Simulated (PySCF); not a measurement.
Vertical excitations of a molecule C2H8O2Si from TDDFT-PBE/def2-SVPD in PySCF, as energy in eV (oscillator strength): 6.20 (0.010), 6.61 (0.006), 6.79 (0.018), 7.09 (0.006), 7.19 (0.004), 7.30 (0.002), 7.41 (0.029), 7.64 (0.017), 7.71 (0.005), 7.77 (0.014). Lowest triplet (TDA): 6.08 eV. Coordinates come from a r2SCAN-D4/def2-SVP optimisation. The values are those of a single conformer.

### Question
Identify the compound among the candidates.
(A) OCC[SiH2]O
(B) COCO[SiH3]
(C) CO[Si@@H](C)O
(D) COC[SiH2]O

### Answer
C, CO[Si@@H](C)O
